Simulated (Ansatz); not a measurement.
Isolated molecules relaxed with PBE0-D4/def2-TZVP in Ansatz; ΔE leaves out vibrations. CCSD(T)/CBS adds triple-zeta CCSD(T) − MP2 to the extrapolated MP2 energy (def2 sets, frozen cores). This one scheme is used for every species. DFT in def2-TZVPP. B3LYP here is the variant with VWN-RPA as its local correlation; programs differ in this. HSE06 is defined as in plane-wave codes. def2 core potentials past Kr. For Mo outer-core shells are correlated without core-valence functions, which leaves a few kJ/mol of doubt a bond. One conformer a species, not always the lowest.

`C[O][Mo](=[O])([OH])=[S]` + H–F → `C[O][Mo](=[O])([F])=[S]` + H₂O  (ligand exchange at a Mo–O bond)

```csv
level,ΔE (kJ/mol),difference from CCSD(T)/CBS
LDA (SPW92),-24.7,0.2
PBE-D4,-29.2,-4.3
revPBE-D4,-27.9,-3.0
BLYP-D4,-30.4,-5.5
r2SCAN-D4,-31.2,-6.3
B97M-V,-34.5,-9.6
B3LYP-D4,-28.6,-3.7
r2SCANh-D4,-29.7,-4.8
r2SCAN0-D4,-27.6,-2.7
HSE06-D4,-26.3,-1.4
BHLYP-D4,-27.4,-2.5
CAM-B3LYP-D4,-30.6,-5.7
ωB97X-V,-31.4,-6.5
B2PLYP,-29.7,-4.8
PBE-QIDH,-25.2,-0.3
PBE,-31.8,-6.9
revPBE,-33.9,-9.0
BLYP,-35.7,-10.8
r2SCAN,-31.9,-7.0
PBE0,-28.7,-3.8
B3LYP,-32.7,-7.8
r2SCANh,-30.4,-5.5
r2SCAN0,-28.5,-3.6
HSE06,-28.4,-3.5
BHLYP,-30.8,-5.9
CAM-B3LYP,-32.9,-8.0
LC-ωPBE,-33.8,-8.9
RPA@PBE/def2-TZVPP,-25.8,-0.9
HF/def2-SVP,-31.8,-6.9
CCSD/def2-SVP,-28.1,-3.2
CCSD(T)/def2-SVP,-27.4,-2.5
HF/def2-TZVPP,-31.1,-6.2
MP2/def2-TZVPP,-22.1,2.8
SCS-MP2/def2-TZVPP,-26.0,-1.1
CCSD/def2-TZVPP,-24.8,0.1
CCSD(T)/def2-TZVPP,-23.9,1.0
HF/def2-QZVPP,-32.5,-7.6
MP2/def2-QZVPP,-23.2,1.7
HF/CBS(def2),-32.7,-7.8
CCSD/CBS(def2),-25.8,-0.9
CCSD(T)/CBS,-24.9,0
```

Largest T1 diagnostic among the species: 0.024, so the coupled-cluster value is less sure than usual.

From PBE to PBE0 (25 % exact exchange), in def2-TZVPP and without D4, ΔE moves by +3.0 kJ/mol. Leaving LDA and LC-ωPBE aside and taking each functional with its dispersion term where it has one, the values spread over 9.3 kJ/mol, from B97M-V to PBE-QIDH. LDA lies +7.1 kJ/mol from PBE without D4.

CCSD(T)/CBS has its own doubt, a few kJ/mol and more with outer-core shells, so smaller differences from it don't rank the levels.
